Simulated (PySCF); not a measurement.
A species of formula C6H7NO has this rotational fingerprint, computed with wB97X-D/def2-SVPD in PySCF (dipole) on a GFN2-xTB geometry, gas phase:

- Rotational constants: A = 2722, B = 2159, C = 1528 MHz
- Dipole components: |μa| = 1.99 D, |μb| = 2.82 D, |μc| = 0.74 D
- Inertial defect: -88.96 u·Å²
- κ: 0.06

**Question.** Which candidate fits, each taken in the one conformer that was computed?
A. `[CH2:1]=[C:2]=[C:3]=[CH:4][C:5](=[O:6])[NH:7][CH3:8]` with C3–C4–C5–O6 179°, C4–C5–N7–C8 180°
B. `[CH3:1][O:2][C@@:3]1([C:4]#[N:5])[CH:6]=[CH:7][CH2:8]1` with C1–O2–C3–C4 -63°
C. `[CH:1]#[C:2][C:3]1([C:4]([NH2:5])=[O:6])[CH2:7][CH2:8]1` with C2–C3–C4–N5 0°, C3–C4–N5–H 180° and 0°
D. `[CH3:1][O:2][c:3]1[cH:4][cH:5][n:6][cH:7][cH:8]1` with C1–O2–C3–C4 180°
E. `[CH3:1][O:2][c:3]1[cH:4][cH:5][cH:6][cH:7][n:8]1` with C1–O2–C3–C4 180°

**Answer.** B. It is CO[C@@]1(C#N)C=CC1, an asymmetric top, point group C1. The candidates at the same level (rigid rotor, commonest isotopes):

| SMILES | A (MHz) | B (MHz) | C (MHz) | μa (D) | μb (D) | μc (D) | Δ (u·Å²) | point group | rotor |
| --- | --- | --- | --- | --- | --- | --- | --- | --- | --- |
| C#CC1(C(N)=O)CC1 | 2856 | 2138 | 1351 | 2.76 | 1.34 | 0.00 | -39.18 | Cs | asymmetric top |
| COc1ccncc1 | 5375 | 1574 | 1227 | 3.14 | 0.72 | 0.00 | -3.22 | Cs | asymmetric top |
| CO[C@@]1(C#N)C=CC1 | 2722 | 2159 | 1528 | 1.99 | 2.82 | 0.74 | -88.96 | C1 | asymmetric top |
| C=C=C=CC(=O)NC | 4291 | 1080 | 867.9 | 3.43 | 3.05 | 0.04 | -3.20 | – | asymmetric top |
| COc1ccccn1 | 5235 | 1676 | 1280 | 0.76 | 0.21 | 0.00 | -3.17 | Cs | asymmetric top |

`C#CC1(C(N)=O)CC1` has C 12 % too low; `COc1ccccn1` has A 92 % too high; `C=C=C=CC(=O)NC` has A 58 % too high; `COc1ccncc1` has A 97 % too high. No structure here is proved a minimum.
